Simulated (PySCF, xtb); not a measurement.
Al(Me)(NH2)2 (CH7AlN2), SMILES [CH3][Al]([NH2])[NH2].

GFN2-xTB in xtb 6.7.1 at its own geometry gives an orbital gap of 4.54 eV and a dipole moment of 0.38 D.

Coordinates come from a B3LYP-D3(BJ)/def2-SVP optimisation. The structure was generated by enumeration; whether it is a known compound was not checked. Other conformers were not sampled.

**Question.** What does PBE/def2-TZVP (PySCF) give? (Estimate from the structure and the level; the computed values follow.)

**Answer.** gap 4.85 eV (levels -5.31 and -0.46 eV), dipole 0.65 D.
